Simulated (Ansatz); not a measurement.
`NC[SiH](N)O` and `NC[SiH](O)O` differ in one atom or group.

Ansatz, PBE0-D4/def2-TZVP geometries, multiplicity 1. Each molecule was computed in one conformer, which needn't be the lowest.

```csv
property,`NC[SiH](N)O`
size of the dipole moment (ωB97M-V/def2-TZVPP) / D,0.73
HOMO–LUMO gap (B3LYP/def2-TZVPP) / eV,6.93
HOMO energy (ωB97M-V/def2-TZVPP) / eV,-9.11
LUMO energy (ωB97M-V/def2-TZVPP) / eV,2.22
HOMO energy (B3LYP/def2-TZVPP) / eV,-6.50
HOMO–LUMO gap (ωB97M-V/def2-TZVPP) / eV,11.33
```

Question: Give the same properties after the change, and the shifts. (Estimate.)

Answer: Ansatz gave: 
```json
{"property": "size of the dipole moment (ωB97M-V/def2-TZVPP) / D", "`NC[SiH](O)O`": "3.10", "shift": "2.37"}
{"property": "HOMO–LUMO gap (B3LYP/def2-TZVPP) / eV", "`NC[SiH](O)O`": "7.26", "shift": "0.33"}
{"property": "HOMO energy (ωB97M-V/def2-TZVPP) / eV", "`NC[SiH](O)O`": "-9.63", "shift": "-0.52"}
{"property": "LUMO energy (ωB97M-V/def2-TZVPP) / eV", "`NC[SiH](O)O`": "2.02", "shift": "-0.20"}
{"property": "HOMO energy (B3LYP/def2-TZVPP) / eV", "`NC[SiH](O)O`": "-7.06", "shift": "-0.56"}
{"property": "HOMO–LUMO gap (ωB97M-V/def2-TZVPP) / eV", "`NC[SiH](O)O`": "11.65", "shift": "0.32"}
```

With PBE0 the HOMO falls by 0.55 eV and the LUMO falls by 0.23 eV, so the gap widens by about 0.32 eV. PBE moves the HOMO by -0.55 eV and ωB97M-V by -0.52 eV. Dipoles are sizes alone; their direction can turn.

B3LYP here is the variant with VWN-RPA as its local correlation; programs differ in this.
